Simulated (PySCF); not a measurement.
Nickel: a sound run and one with changed settings

Sound run: Ni [Ar] 3d8 4s2, Ni⁺ [Ar] 3d9. Computed with PySCF 2.14 in cc-pVTZ, with the non-relativistic Hamiltonian (point nucleus). The sound run starts from symmetry-adapted Hartree-Fock orbitals and uses a fine grid where one is needed.

A second run was set up differently.

```json
{"species": "Ni", "method": "UHF", "sound run (hartree)": "-1506.87934", "changed run (hartree)": "-1506.82815", "converged": "no"}
{"species": "Ni", "method": "BP86", "sound run (hartree)": "-1508.51991", "changed run (hartree)": "-1508.55163", "converged": "no"}
{"species": "Ni", "method": "B3LYP", "sound run (hartree)": "-1508.34762", "changed run (hartree)": "-1508.36206", "converged": "no"}
{"species": "Ni⁺", "method": "UHF", "sound run (hartree)": "-1506.59560", "changed run (hartree)": "-1506.59559", "converged": "no"}
{"species": "Ni⁺", "method": "BP86", "sound run (hartree)": "-1508.25183", "changed run (hartree)": "-1508.24785", "converged": "no"}
{"species": "Ni⁺", "method": "B3LYP", "sound run (hartree)": "-1508.07223", "changed run (hartree)": "-1508.07223", "converged": "no"}
```

**Question.** What was changed?
A. all electrons correlated in a valence basis
B. angular grid far too coarse
C. basis contracted for another Hamiltonian
D. too few SCF iterations

**Answer.** D. It used initial guess minao, at most 8 SCF cycles. The SCF was stopped early; the energies are upper bounds that still move, and correlated levels were skipped or rest on poor orbitals.
